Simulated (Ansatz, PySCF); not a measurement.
HfI₃, SMILES [I][Hf+]([I])[I], charge +1, multiplicity 1. Atoms are numbered in the order given.

```xyz
4

Hf     0.0001    -0.0001     0.6893
I      2.1391    -1.2350    -0.2310
I     -2.1392    -1.2350    -0.2303
I     -0.0001     2.4701    -0.2303
```
Charge +1, spin multiplicity 1.

Geometry: B3LYP-D3(BJ)/def2-SVP. The spin state was assumed, not searched. The isomer is the one that the SMILES or the coordinates give; other isomers of the formula were not compared. The def2 effective core potentials stand for the cores of Hf, I; spin–orbit coupling is left out.

Two levels are set side by side: PBE-D3(BJ)/def2-SVP (Ansatz, a first-principles code) and B3LYP-D3(BJ)/def2-SVP (Ansatz). Each level has its own optimised geometry; the coordinates shown are those of the second. Frequencies come from the Hessian of PySCF at each geometry. Differences are taken from unrounded values.

```json
[
 {"quantity": "mean bond length (Å)", "B3LYP-D3(BJ)": "2.636", "PBE-D3(BJ)": "2.633", "PBE-D3(BJ) minus B3LYP-D3(BJ)": "-0.002"},
 {"quantity": "bond Hf1–I2 (Å)", "B3LYP-D3(BJ)": "2.636", "PBE-D3(BJ)": "2.633", "PBE-D3(BJ) minus B3LYP-D3(BJ)": "-0.002"},
 {"quantity": "bond Hf1–I3 (Å)", "B3LYP-D3(BJ)": "2.636", "PBE-D3(BJ)": "2.633", "PBE-D3(BJ) minus B3LYP-D3(BJ)": "-0.002"},
 {"quantity": "bond Hf1–I4 (Å)", "B3LYP-D3(BJ)": "2.636", "PBE-D3(BJ)": "2.633", "PBE-D3(BJ) minus B3LYP-D3(BJ)": "-0.002"},
 {"quantity": "highest harmonic wavenumber (cm⁻¹)", "B3LYP-D3(BJ)": "234", "PBE-D3(BJ)": "230", "PBE-D3(BJ) minus B3LYP-D3(BJ)": "-4"},
 {"quantity": "mean harmonic wavenumber (cm⁻¹)", "B3LYP-D3(BJ)": "139", "PBE-D3(BJ)": "138", "PBE-D3(BJ) minus B3LYP-D3(BJ)": "-1"},
 {"quantity": "zero-point energy (kcal/mol)", "B3LYP-D3(BJ)": "1.19", "PBE-D3(BJ)": "1.18", "PBE-D3(BJ) minus B3LYP-D3(BJ)": "-0.01"}
]
```

Here PBE gives about what the other level gives.
